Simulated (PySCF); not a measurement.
**SiBi: from constants to spectrum**

UHF-CCSD(T) constants of SiBi, ²Π (doublet), unpaired electrons π ↑ (basis Si def2-TZVPP, Bi def2-TZVPP with ECP60; scalar-relativistic core potentials; PySCF 2.14; masses 27.9769 and 208.9804 u):

```
ωe              : 367.9 cm⁻¹
ωexe            : 1.13 cm⁻¹
Be              : 0.11127 cm⁻¹
αe              : 0.000449 cm⁻¹
D (centrifugal) : 4.07e-08 cm⁻¹
De to Si + Bi   : 2.38 eV
```

**Question.** Give the vibrational terms G(v) and spacings up to v = 6.

**Answer.** G(v) = ωe(v+½) − ωexe(v+½)².

```
v  G(v) (cm⁻¹)  G(v) − G(v−1)  Bv (cm⁻¹)
0          184                    0.1110
1          549            366     0.1106
2          913            363     0.1101
3         1274            361     0.1097
4         1633            359     0.1092
5         1989            357     0.1088
6         2344            354     0.1084
```

**Question.** How well does the Morse estimate ωe²/(4ωexe) reproduce De, and what is D0?

**Answer.** It gives 3.71 eV, 156 % of the computed De. D0 = De − G(0) = 2.38 − 0.02 = 2.36 eV.

Correlated steps freeze 9 core orbitals. Spin–orbit coupling is left out, which matters for elements this heavy, above all for dissociation energies. The state was picked by a PBE0 search and need not be the measured ground state.
